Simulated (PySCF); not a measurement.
C$_{5}$H$_{10}$BO$_{2}$, doublet, at a GFN2-xTB geometry; REVPBE/STO-3G in PySCF.

Input for PySCF:
```python
from pyscf import gto, scf, dft

mol = gto.Mole()
mol.atom = '''
    C     1.38783337   -1.67713362   -0.49869636
    C     0.79873560   -0.41684391    0.00159427
    O     1.56256697    0.70592981    0.12310994
    B     0.71090051    1.76643767    0.29491471
    O    -0.59015660    1.38139942    0.26214498
    C    -0.65228721   -0.03006612    0.05195812
    C    -1.39560536   -0.31547624   -1.26577292
    C    -1.40075495   -0.68264337    1.22658614
    H     2.42266284   -1.74844629   -0.17117652
    H     1.38034292   -1.73094878   -1.59463291
    H     0.82869591   -2.53095126   -0.11943654
    H     1.06725639    2.85930756    0.44861849
    H    -2.40410858    0.08499364   -1.20716015
    H    -0.87726423    0.16310918   -2.09326871
    H    -1.44018145   -1.38639621   -1.44029850
    H    -0.89157880   -0.45513150    2.15976303
    H    -2.41410674   -0.29358893    1.27639362
    H    -1.43303248   -1.75979002    1.09056981
'''
mol.basis = 'sto-3g'
mol.spin = 1
mol.verbose = 4
mol.build()

mf = dft.UKS(mol)
mf.xc = 'revpbe'
mf.grids.atom_grid = (99, 590)
mf.grids.prune = None
mf.kernel()
```

Question: What does PySCF print? Leave out banner, timings and long lists.

Answer: 
```
PySCF version 2.14.0

[INPUT] verbose = 4
[INPUT] num. atoms = 18
[INPUT] num. electrons = 61
[INPUT] charge = 0
[INPUT] spin (= nelec alpha-beta = 2S) = 1
[INPUT] symmetry False subgroup None
[INPUT] Mole.unit = angstrom
[INPUT] Symbol           X                Y                Z      unit          X                Y                Z       unit  Magmom
[...]
nuclear repulsion = 389.592358233955
number of shells = 34
number of NR pGTOs = 150
number of NR cGTOs = 50
basis = sto-3g
ecp = {}

******** <class 'pyscf.dft.uks.UKS'> ********
method = UKS
initial guess = minao
damping factor = 0
level_shift factor = 0
DIIS = <class 'pyscf.scf.diis.CDIIS'>
diis_start_cycle = 1
diis_space = 8
diis_damp = 0
SCF conv_tol = 1e-09
SCF conv_tol_grad = None
SCF max_cycles = 50
direct_scf = True
direct_scf_tol = 1e-13
number electrons alpha = 31  beta = 30
XC library pyscf.dft.libxc version 7.1.2
    S. Lehtola, C. Steigemann, M. J. T. Oliveira, and M. A. L. Marques,  SoftwareX 7, 1–5 (2018)
XC functionals = revpbe
    Y. Zhang and W. Yang,  Phys. Rev. Lett. 80, 890 (1998)
    J. P. Perdew, K. Burke, and M. Ernzerhof,  Phys. Rev. Lett. 77, 3865 (1996)
    J. P. Perdew, K. Burke, and M. Ernzerhof,  Phys. Rev. Lett. 78, 1396 (1997)
radial grids:
    Treutler-Ahlrichs [JCP 102, 346 (1995); DOI:10.1063/1.469408] (M4) radial grids

becke partition: Becke, JCP 88, 2547 (1988); DOI:10.1063/1.454033
pruning grids: None
grids dens level: 3
symmetrized grids: False
atomic radii adjust function: <function treutler_atomic_radii_adjust>
User specified grid scheme (99, 590)
small_rho_cutoff = 0
Set gradient conv threshold to 3.16228e-05
tot grids = 1051384
init E= -368.021583246195

cycle= 1 E= -366.965619301138  delta_E= 1.06  |g|= 0.441  |ddm|= 3.87
cycle= 2 E= -366.607758743543  delta_E= 0.358  |g|= 0.914  |ddm|= 1.61
cycle= 3 E= -367.080825319884  delta_E= -0.473  |g|= 0.124  |ddm|= 1.14
cycle= 4 E= -367.089726422428  delta_E= -0.0089  |g|= 0.0479  |ddm|= 0.242
cycle= 5 E= -367.0908548806  delta_E= -0.00113  |g|= 0.0216  |ddm|= 0.0819
cycle= 6 E= -367.091131246652  delta_E= -0.000276  |g|= 0.00316  |ddm|= 0.0297
cycle= 7 E= -367.091138484091  delta_E= -7.24e-06  |g|= 0.00122  |ddm|= 0.00682
cycle= 8 E= -367.091139615887  delta_E= -1.13e-06  |g|= 0.00045  |ddm|= 0.00262
cycle= 9 E= -367.091139766963  delta_E= -1.51e-07  |g|= 0.000115  |ddm|= 0.000898
cycle= 10 E= -367.091139777502  delta_E= -1.05e-08  |g|= 3.06e-05  |ddm|= 0.000223
cycle= 11 E= -367.091139777887  delta_E= -3.84e-10  |g|= 2.36e-05  |ddm|= 7.37e-05
Extra cycle  E= -367.091139777575  delta_E= 3.12e-10  |g|= 3.37e-05  |ddm|= 7.43e-05
converged SCF energy = -367.091139777575  <S^2> = 0.75239725  2S+1 = 2.0023958
```
